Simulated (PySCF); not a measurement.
Ethyl bromide, C2H5Br, SMILES CCBr, point group Cs.

Level: B3LYP/pcSseg-1 in PySCF (density fitting, grid level 2); geometry and Hessian at that level, cubic constants and property derivatives from steps of ±0.6 along each species' dimensionless normal coordinates, second-order vibrational perturbation theory. The parent has the commonest isotopes.

Equilibrium geometry (Å):

| atom | x | y | z |
| --- | --- | --- | --- |
| C1 | -0.7965 | 0.1444 | -0.0851 |
| C2 | 0.6381 | -0.2809 | 0.1472 |
| Br3 | 1.9271 | 1.0126 | -0.6198 |
| H4 | -1.0227 | 0.2198 | -1.1531 |
| H5 | -1.0063 | 1.1125 | 0.3800 |
| H6 | -1.4716 | -0.6012 | 0.3564 |
| H7 | 0.8923 | -0.3376 | 1.2061 |
| H8 | 0.8759 | -1.2321 | -0.3300 |

How much do zero-point and thermal motion change the parent's shieldings?


```json
{"atom": "C1", "σe (ppm)": "157.59", "anharmonic part, 0 K": "-0.56", "harmonic part, 0 K": "-4.52", "Δσ at 0 K": "-5.08", "Δσ at 300 K": "-5.18", "Δσ at 700 K": "-5.53"}
{"atom": "C2", "σe (ppm)": "135.80", "anharmonic part, 0 K": "-2.39", "harmonic part, 0 K": "-2.14", "Δσ at 0 K": "-4.53", "Δσ at 300 K": "-4.80", "Δσ at 700 K": "-5.73"}
{"atom": "Br3", "σe (ppm)": "2187.97", "anharmonic part, 0 K": "-17.98", "harmonic part, 0 K": "-49.46", "Δσ at 0 K": "-67.45", "Δσ at 300 K": "-77.74", "Δσ at 700 K": "-112.96"}
{"atom": "H4", "σe (ppm)": "30.00", "anharmonic part, 0 K": "-0.06", "harmonic part, 0 K": "-0.65", "Δσ at 0 K": "-0.71", "Δσ at 300 K": "-0.74", "Δσ at 700 K": "-0.85"}
{"atom": "H6", "σe (ppm)": "30.10", "anharmonic part, 0 K": "-0.01", "harmonic part, 0 K": "-0.71", "Δσ at 0 K": "-0.72", "Δσ at 300 K": "-0.74", "Δσ at 700 K": "-0.83"}
{"atom": "H7", "σe (ppm)": "28.09", "anharmonic part, 0 K": "-0.21", "harmonic part, 0 K": "-0.47", "Δσ at 0 K": "-0.68", "Δσ at 300 K": "-0.70", "Δσ at 700 K": "-0.80"}
```

And the bond lengths, in the parent and with ²H at 7?


```json
{"bond": "C1–C2", "re (Å)": "1.5142", "⟨r⟩ at 0 K": "1.5243", "between mean positions": "1.5224", "⟨r⟩, labelled": "1.5242"}
{"bond": "C2–Br3", "re (Å)": "1.9806", "⟨r⟩ at 0 K": "1.9912", "between mean positions": "1.9905", "⟨r⟩, labelled": "1.9908"}
{"bond": "C1–H4", "re (Å)": "1.0943", "⟨r⟩ at 0 K": "1.1158", "between mean positions": "1.0961", "⟨r⟩, labelled": "1.1157"}
{"bond": "C1–H6", "re (Å)": "1.0985", "⟨r⟩ at 0 K": "1.1203", "between mean positions": "1.0984", "⟨r⟩, labelled": "1.1203"}
{"bond": "C2–H7", "re (Å)": "1.0904", "⟨r⟩ at 0 K": "1.1117", "between mean positions": "1.0977", "⟨r⟩, labelled": "1.1060"}
```

What are the dipole moments?

2.122 D at equilibrium; averaged at 0 K: parent 2.107 D; ²H at 7 2.110 D; ¹³C at 2 2.106 D; ²H at 4, ²H at 5, ²H at 6, ²H at 7, ²H at 8 2.117 D; ¹³C at 1 2.107 D. Measured: 2.03 D (NIST CCCBDB Release 22 (SRD 101), experimental dipoles).

Internal rotors are held in one well. Spin–orbit effects of the heavy atoms on shieldings are missing.

The study (235 SCF points, 100 basis functions) took 38 min on 1 thread of Arm Neoverse N1, on a host shared with other jobs (rough), peak memory 0.64 GiB, launched as `OMP_NUM_THREADS=1 python ens_run.py task.json out`.
